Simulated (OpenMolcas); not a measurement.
## Ba: effect of the level shift or regulariser

```
Program             : OpenMolcas
Basis               : ANO-RCC [12s10p8d4f2g]
Scalar Hamiltonian  : DKH2, point nucleus
Active space        : 2 electrons in 9 orbitals (5d 6s 6p)
State averaging     : 2S+1 = 3 even, 18 roots; 2S+1 = 1 even, 21 roots; 2S+1 = 3 odd, 18 roots; 2S+1 = 1 odd, 18 roots
Spin-orbit coupling : state interaction with AMFI integrals over the reference wave functions, term energies averaged over their components
```

Methods on the same reference wave functions:
A. CASSCF
B. MS-CASPT2, IPEA 0.25 Eh, imaginary shift 0.1 Eh (closed shells correlated: 5s 5p)
C. MS-CASPT2, IPEA 0.25 Eh, sigma2 regulariser 0.3 Eh (closed shells correlated: 5s 5p)

Energies in cm⁻¹ above 6s² ¹S₀, the measured ground level; measured values from NIST Handbook of Basic Atomic Spectroscopic Data.

| Level | A | B | C | Measured |
| --- | --- | --- | --- | --- |
| 6s² ¹S₀ | 0.0 | 0.0 | 0.0 | 0.0 |
| 5d 6s ³D₁ | 11369 | 9010 | 9010 | 9034 |
| 6s 6p ³P°₀ | 11427 | 12220 | 12410 | 12266 |
| 5d 6s ³D₂ | 11560 | 9210 | 9210 | 9216 |
| 6s 6p ³P°₁ | 11609 | 12400 | 12590 | 12637 |
| 5d 6s ³D₃ | 11924 | 9560 | 9570 | 9597 |
| 6s 6p ³P°₂ | 11988 | 12780 | 12970 | 13515 |
| 5d 6s ¹D₂ | 13452 | 11510 | 11620 | 11395 |
| 6s 6p ¹P°₁ | 19223 | 17860 | 18250 | 18060 |
| 5d 6p ³F°₂ | 22327 | 21590 | 21750 | 22065 |
| 5d 6p ³F°₃ | 22861 | 22110 | 22270 | 22947 |
| 5d 6p ³F°₄ | 23513 | 22770 | 22920 | 23757 |
| 5d 6p ¹D°₂ | 23662 | 23110 | 23390 | 23074 |
| 5d² ³F₂ | 23946 | 20560 | 20650 |  |
| 5d² ³F₃ | 24331 | 20920 | 21010 |  |
| 5d 6p ³D°₁ | 24612 | 23810 | 23940 | 24192 |
| 5d² ³F₄ | 24767 | 21350 | 21440 |  |
| 5d 6p ³D°₂ | 24976 | 24200 | 24330 | 24532 |
| 5d 6p ³D°₃ | 25370 | 24560 | 24690 | 24980 |
| 5d² ³P₀ | 25377 | 23150 | 23330 |  |
| 5d² ¹D₂ [70 %] | 25466 | 22990 | 23170 |  |
| 5d² ³P₁ | 25686 | 23450 | 23600 |  |
| 5d² ³P₂ [73 %] | 26268 | 23880 | 24040 |  |
| 5d 6p ³P°₀ | 26564 | 24900 | 25180 |  |

Deviations, from unrounded energies. A percentage is the sum of absolute deviations over the sum of measured energies, with the sign that they share, or ± where signs differ.

```json
{"Against measurement": "mean absolute deviation (cm-1)", "Levels": "15", "A": "1100", "B": "320", "C": "270"}
{"Against measurement": "other configurations (%)", "Levels": "15", "A": "±6.1", "B": "±1.9", "C": "±1.6"}
```

C lies closest to measurement on these levels and A furthest from it. The largest miss of C in the table is 5d 6p ³F°₄, by -830 cm-1. The ranking rests on the paired levels alone, and a cruder setting can come out closer through cancelling errors.

Between B and C the level of the table that moves most is 6s 6p ¹P°₁, by 400 cm-1 (lowest in B, highest in C). Moves below CASPT2's spread within the term are not significant.

The mean deviations of B to C differ by less than CASPT2's widest spread within a term (500 cm-1), so their order carries little weight.

The lowest spin-free term lies below A's lowest term by 0.201 hartree in B, 0.200 hartree in C.

CASPT2 breaks the degeneracy within a term, and the mean is taken; among the terms shown or strongly mixed into the levels shown the widest spread is 500 cm-1 (5d² ³F, B). Some levels mix across a computed gap that differs much from the measured one, so their mixing is not that of the real levels. A single d shell beside an s shell can misplace configurations of different d count against each other. Measured partners are found by configuration, term and J. A level has none where our copy of the source lacks it or the pairing is in doubt (some pairs that miss far off the trend of their configuration count as doubtful), and it then counts in no deviation. Only configurations of the active space appear. The table leaves out levels that lie high or whose names do not pair safely across all columns.

A share in square brackets marks a mixed level and gives the weight of the term that names it, the lowest over the columns. ° marks odd parity.
